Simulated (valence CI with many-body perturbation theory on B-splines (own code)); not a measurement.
E1 transitions of As19+

Method: relativistic CI+MBPT: four valence electrons over a frozen Dirac-Fock core [Ne], radial functions for each j: 11 s, 11 p, 10 d, 8 f, 5 g, 2 h, with the one-electron correlation potential Σ1 (screened to all orders), the two-electron term Σ2, the three-electron term Σ3, Breit, model QED; selected single and double excitations, second order for the rest, scaled by the run's own slope (own B-spline code, finite nucleus).

No measured spectrum was set against this ion. As an estimate, levels of excited configurations hold to 0.05 to 0.15 % of their energy, terms of the ground configuration to about 0.5 %. Among the levels kept, up to 840 cm⁻¹ of a level comes from second order outside the variational space, and about a tenth of that is noise between levels of different J, which matters for small intervals.

Lines 1 to 50 of 567 in falling wavelength, among levels below 1863700 cm⁻¹, chosen from the strongest by gf and those to the six lowest levels. Wavelengths and rates use the calculated energies, so an error of 300 cm⁻¹ moves a line at 39.70 nm by 0.12 % and its rate by three times that or more. Electric multipoles are in the length gauge, E1 and E2 with the static RPA response of the core. Weak lines are less certain than strong ones. Lines between different terms over intervals too small for the method are left out, as are lines whose strength nearly cancels. Where a level lies close to another of its J and parity, the split of strength between their lines is uncertain. The highest levels of a list are the least certain.

Names give the largest LS component (configuration and term), which can be under half, so a name can repeat, a term be missing and a line seem to break the LS rules; names also repeat where a configuration has a term twice. Letters in brackets count levels of one name in rising energy.

| λ vac (nm) | Upper | Lower | A (s⁻¹) | S (a.u.) with core polarisation | S without |
| --- | --- | --- | --- | --- | --- |
| 39.70 | 3s3p³ ⁵S°_2 | 3s²3p² ¹D_2 | 6.35e+06 | 9.80e-04 | 1.01e-03 |
| 34.73 | 3s3p³ ³D°_1 | 3s²3p² ¹S_0 | 1.64e+07 | 1.02e-03 | 1.05e-03 |
| 31.96 | 3p³3d ³G°_5 | 3s3p²3d ³F_4 [c] | 2.45e+09 | 4.35e-01 | 4.48e-01 |
| 31.81 | 3s3p³ ⁵S°_2 | 3s²3p² ³P_2 | 8.93e+07 | 7.09e-03 | 7.32e-03 |
| 31.08 | 3p³3d ³G°_3 | 3s3p²3d ³F_2 [b] | 1.30e+09 | 1.35e-01 | 1.40e-01 |
| 29.80 | 3s3p³ ⁵S°_2 | 3s²3p² ³P_1 | 9.88e+07 | 6.46e-03 | 6.66e-03 |
| 29.70 | 3p³3d ³G°_4 | 3s3p²3d ³F_3 [c] | 1.47e+09 | 1.71e-01 | 1.76e-01 |
| 28.57 | 3s3p³ ³D°_1 | 3s²3p² ¹D_2 | 1.92e+08 | 6.62e-03 | 6.83e-03 |
| 28.33 | 3s3p³ ³D°_2 | 3s²3p² ¹D_2 | 3.76e+07 | 2.11e-03 | 2.18e-03 |
| 27.63 | 3p³3d ³F°_2 [a] | 3s3p²3d ³D_2 [a] | 1.80e+09 | 9.38e-02 | 9.68e-02 |
| 27.25 | 3s3p³ ³P°_1 | 3s²3p² ¹S_0 | 1.61e+08 | 4.83e-03 | 4.99e-03 |
| 27.10 | 3s3p³ ³D°_3 | 3s²3p² ¹D_2 | 6.96e+08 | 4.78e-02 | 4.94e-02 |
| 26.01 | 3p³3d ³D°_2 [b] | 3s3p²3d ³D_3 [c] | 1.97e+09 | 8.53e-02 | 8.81e-02 |
| 25.86 | 3p³3d ³F°_4 [b] | 3s3p²3d ³D_3 [d] | 2.35e+09 | 1.81e-01 | 1.87e-01 |
| 25.40 | 3s3p3d² ³G°_5 | 3s²3d² ³F_4 | 1.05e+09 | 9.32e-02 | 9.60e-02 |
| 24.98 | 3s3p3d² ³G°_4 [b] | 3s²3d² ³F_3 | 1.32e+09 | 9.13e-02 | 9.43e-02 |
| 24.40 | 3p³3d ³P°_1 [a] | 3s3p²3d ³P_2 [b] | 4.32e+09 | 9.29e-02 | 9.59e-02 |
| 24.24 | 3s3p³ ³D°_1 | 3s²3p² ³P_2 | 1.78e+08 | 3.76e-03 | 3.87e-03 |
| 24.19 | 3p⁴ ¹D_2 | 3s3p³ ¹D°_2 | 5.74e+09 | 2.00e-01 | 2.07e-01 |
| 24.07 | 3s3p³ ³D°_2 | 3s²3p² ³P_2 | 2.12e+07 | 7.29e-04 | 7.52e-04 |
| 23.95 | 3p³3d ³P°_2 [b] | 3s3p²3d ³D_3 [c] | 2.97e+09 | 1.01e-01 | 1.04e-01 |
| 23.87 | 3p³3d ³G°_4 | 3s3p²3d ³G_5 | 1.81e+09 | 1.09e-01 | 1.13e-01 |
| 23.81 | 3p³3d ³F°_4 [b] | 3s3p²3d ³F_4 [c] | 3.58e+09 | 2.15e-01 | 2.22e-01 |
| 23.79 | 3p³3d ³G°_3 | 3s3p²3d ³G_4 | 1.85e+09 | 8.62e-02 | 8.89e-02 |
| 23.64 | 3p³3d ¹F°_3 | 3s3p²3d ¹D_2 [b] | 2.03e+09 | 9.25e-02 | 9.54e-02 |
| 23.30 | 3s3p³ ³P°_1 | 3s²3p² ¹D_2 | 6.85e+07 | 1.28e-03 | 1.33e-03 |
| 23.30 | 3p³3d ³G°_5 | 3s3p²3d ³G_5 | 5.93e+09 | 4.07e-01 | 4.20e-01 |
| 23.22 | 3s3p³ ³P°_2 | 3s²3p² ¹D_2 | 1.99e+08 | 6.16e-03 | 6.36e-03 |
| 23.21 | 3p³3d ³G°_3 | 3s3p²3d ³G_3 | 3.41e+09 | 1.47e-01 | 1.52e-01 |
| 23.17 | 3s3p³ ³D°_3 | 3s²3p² ³P_2 | 2.11e+09 | 9.08e-02 | 9.38e-02 |
| 23.14 | 3p³3d ³G°_4 | 3s3p²3d ³G_4 | 3.35e+09 | 1.84e-01 | 1.90e-01 |
| 23.06 | 3s3p³ ³D°_1 | 3s²3p² ³P_1 | 1.51e+08 | 2.75e-03 | 2.84e-03 |
| 23.04 | 3s3p3d² ⁵P°_3 [a] | 3s3p²3d ¹D_2 [b] | 2.70e+09 | 1.14e-01 | 1.18e-01 |
| 22.90 | 3s3p³ ³D°_2 | 3s²3p² ³P_1 | 3.53e+09 | 1.05e-01 | 1.08e-01 |
| 22.71 | 3p³3d ¹D°_2 [a] | 3s3p²3d ¹F_3 [a] | 3.63e+09 | 1.05e-01 | 1.08e-01 |
| 22.44 | 3p³3d ³P°_2 [b] | 3s3p²3d ³S_1 | 3.12e+09 | 8.71e-02 | 8.98e-02 |
| 22.43 | 3p³3d ¹G°_4 | 3s3p²3d ¹F_3 [a] | 5.91e+09 | 2.96e-01 | 3.05e-01 |
| 22.10 | 3p³3d ⁵D°_1 | 3s3p²3d ⁵P_1 | 5.86e+09 | 9.38e-02 | 9.67e-02 |
| 22.04 | 3p³3d ¹G°_4 | 3s3p²3d ¹G_4 | 1.15e+10 | 5.45e-01 | 5.62e-01 |
| 21.81 | 3p³3d ³F°_2 [a] | 3s3p²3d ³F_3 [a] | 3.27e+09 | 8.37e-02 | 8.63e-02 |
| 21.73 | 3p³3d ¹D°_2 [b] | 3s3p²3d ¹D_2 [a] | 2.92e+09 | 7.39e-02 | 7.62e-02 |
| 21.72 | 3p⁴ ³P_2 | 3s3p³ ³D°_3 | 8.26e+09 | 2.09e-01 | 2.15e-01 |
| 21.66 | 3p³3d ¹G°_4 | 3s3p²3d ³D_3 [a] | 4.19e+09 | 1.89e-01 | 1.95e-01 |
| 21.53 | 3s3p²3d ¹F_3 [a] | 3s²3p3d ³P°_2 [a] | 2.84e+09 | 9.80e-02 | 1.01e-01 |
| 21.48 | 3p³3d ³F°_4 [b] | 3s3p²3d ³D_3 [b] | 4.81e+09 | 2.12e-01 | 2.18e-01 |
| 21.48 | 3p³3d ⁵D°_2 | 3s3p²3d ⁵P_2 | 3.52e+09 | 8.61e-02 | 8.88e-02 |
| 21.44 | 3s3p²3d ¹D_2 [b] | 3s²3p3d ¹P°_1 | 3.33e+09 | 8.10e-02 | 8.35e-02 |
| 21.40 | 3p³3d ⁵D°_3 | 3s3p²3d ³P_2 [a] | 2.33e+09 | 7.89e-02 | 8.14e-02 |
| 21.37 | 3p³3d ⁵D°_4 | 3s3p²3d ⁵P_3 | 3.25e+09 | 1.41e-01 | 1.45e-01 |
| 21.26 | 3s3p³ ³S°_1 | 3s²3p² ¹S_0 | 1.01e+09 | 1.43e-02 | 1.48e-02 |
